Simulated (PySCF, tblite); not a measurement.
Problem. What does the GFN2-xTB structure of InChI=1S/C7H17OP/c1-7(2,3)9(5)6-8-4/h6H2,1-5H3 look like in three dimensions?

Solution. 
```xyz
26
C7H17OP angstrom
C      3.5402    0.3865    0.2314
O      2.6286    0.6638   -0.7987
C      1.3363    0.9539   -0.3315
P      0.5181   -0.5708    0.4183
C      0.5758   -1.6043   -1.1134
C     -1.3009   -0.0141    0.4587
C     -1.9273    0.3006   -0.8966
C     -2.0666   -1.1692    1.1090
C     -1.3789    1.2134    1.3690
H      3.6574    1.2491    0.8994
H      4.4924    0.1603   -0.2445
H      3.2129   -0.4746    0.8281
H      0.7784    1.3038   -1.2049
H      1.3711    1.7541    0.4240
H      1.6067   -1.9309   -1.2468
H     -0.0499   -2.4855   -0.9849
H      0.2681   -1.0430   -1.9933
H     -1.9832   -0.5890   -1.5192
H     -1.3746    1.0707   -1.4303
H     -2.9429    0.6655   -0.7444
H     -3.1162   -0.9071    1.2362
H     -1.6482   -1.4010    2.0867
H     -2.0119   -2.0652    0.4932
H     -0.9437    2.0869    0.8875
H     -0.8454    1.0295    2.3010
H     -2.4173    1.4394    1.6089
```

Any rigid rotation of these coordinates is as good. Atoms count from 1 in this order. The 3 C–P bonds span 1.849 Å (P4–C5, drawn single) to 1.903 Å (P4–C6, drawn single), a spread of 0.054 Å. Of the pairs four or more bonds apart, H13···H19 is among the closest relative to their van der Waals radii: 2.18 Å, 91 % of the sum of Bondi's values. P4 (phosphine phosphorus) is pyramidal (angles 102.2°, 100.8° and 96.3°, sum 299.2°, 0.88 Å off the plane of its three neighbours).

Bonds between heavy atoms (Å): C1–O2 1.403, O2–C3 1.404, C3–P4 1.886, P4–C5 1.849, P4–C6 1.903, C6–C7 1.526, C6–C8 1.531, C6–C9 1.530.

Structure optimised with GFN2-xTB, isolated species.

Point group: C1 (no symmetry element, even within 0.4 Å). Its GFN2-xTB frequencies are all real (lowest 35 cm⁻¹). The numbers are those of one conformer (C1–O2–C3–P4 -69°, O2–C3–P4–C5 -60°).

The numbers are calculated, not measured.
